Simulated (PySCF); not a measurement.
Structure with atom numbers: `[CH2:1]=[CH:2][P@@:3]([CH3:4])(=[O:5])[CH:6]([CH3:7])[CH3:8]`. Each H is labelled by its parent atom. Ha(C1) is cis to P3; Hb(C1) is trans to P3.

[PySCF 2.14: shielding tensors at PBE/pcSseg-1 (GIAO); PBE0-D3(BJ)/def2-SVP geometry; in vacuum; one averaged value for each set of equivalent atoms; one computed conformer; relativity neglected]

Q: List the cross peaks expected in HSQC, COSY and HMBC spectra.

A: 

HSQC (one-bond C–H):
| δH | δC |
| --- | --- |
| 6.80 (Ha(C1)) | 142.6 (C1) |
| 6.46 (Hb(C1)) | 142.6 (C1) |
| 6.24 (H(C2)) | 141.9 (C2) |
| 1.26 (H(C6)) | 34.0 (C6) |
| 1.24 (H(C4)) | 16.2 (C4) |
| 1.19 (H(C8)) | 16.3 (C8) |
| 1.06 (H(C7)) | 17.2 (C7) |

COSY cross peaks (H two or three bonds apart, from the bond graph; peaks can be absent where the dihedral angle is near 90°):
| δH | δH |
| --- | --- |
| 6.80 (Ha(C1)) | 6.46 (Hb(C1)) |
| 6.80 (Ha(C1)) | 6.24 (H(C2)) |
| 6.46 (Hb(C1)) | 6.24 (H(C2)) |
| 1.26 (H(C6)) | 1.19 (H(C8)) |
| 1.26 (H(C6)) | 1.06 (H(C7)) |

HMBC (two and three bonds, from the bond graph):
| δH | δC |
| --- | --- |
| 6.80 (Ha(C1)) | 141.9 (C2) |
| 6.46 (Hb(C1)) | 141.9 (C2) |
| 6.24 (H(C2)) | 142.6 (C1), 34.0 (C6), 16.2 (C4) |
| 1.26 (H(C6)) | 141.9 (C2), 17.2 (C7), 16.3 (C8), 16.2 (C4) |
| 1.24 (H(C4)) | 141.9 (C2), 34.0 (C6) |
| 1.19 (H(C8)) | 34.0 (C6), 17.2 (C7) |
| 1.06 (H(C7)) | 34.0 (C6), 16.3 (C8) |

Shifts are taken against calculated references (same method and geometry level): ¹H (σ = 31.20 ppm) and ¹³C (σ = 180.03 ppm) vs TMS.

Short H···H contacts in this conformer between protons four or more bonds apart (candidates for NOE cross peaks, intensity ∝ r⁻⁶): H(C4)···H(C8) 2.44 Å, H(C7)···H(C8) 2.50 Å, H(C4)···H(C6) 2.79 Å.

Shifts are as computed. Against solution values, carbons near 30 ppm lie about +2 ppm off and those near 130 ppm about +2 ppm. Of 1309 compounds with measured shifts, 239 miss one by over three times the rms of a fit or turn the order of signals round; such compounds aren't used in these exercises.
